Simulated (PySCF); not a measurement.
As(2+): ionisation energy

As(2+) [Ar] 3d10 4s2 4p1 (2P) → As(3+) [Ar] 3d10 4s2 (1S), as a difference of total energies. Calculation: PySCF 2.14, in aug-cc-pwCVQZ-PP with ECP10MDF; a scalar-relativistic core potential. Correlated levels: valence: 3s2 3p6 3d10 frozen; valence and next inner shell: nothing frozen outside the core potential. The calculations carry no spin-orbit coupling.

| method | ionisation energy (eV) |
| --- | --- |
| UHF | 27.494 |
| LDA | 28.147 |
| PBE | 27.992 |
| PBE0 | 28.048 |
| r2SCAN | 28.284 |
| TPSSh | 28.053 |
| BLYP | 27.944 |
| SCS-MP2 (valence) | 27.788 |
| MP2 (valence and next inner shell) | 28.027 |
| SCS-MP2 (valence and next inner shell) | 27.961 |

Q: Estimate what MP2 (valence) gives.

A: 27.794 eV, closest to SCS-MP2 (valence) among the rows shown.

Q: Estimate what M06-2X gives.

A: 27.815 eV, closest to SCS-MP2 (valence) among the rows shown.

The reference lies between the lowest fine-structure levels, while these numbers refer to the centres of the terms.

For comparison: 28.349 ± 0.012 eV (measured; NIST Atomic Spectra Database, ionization energies).
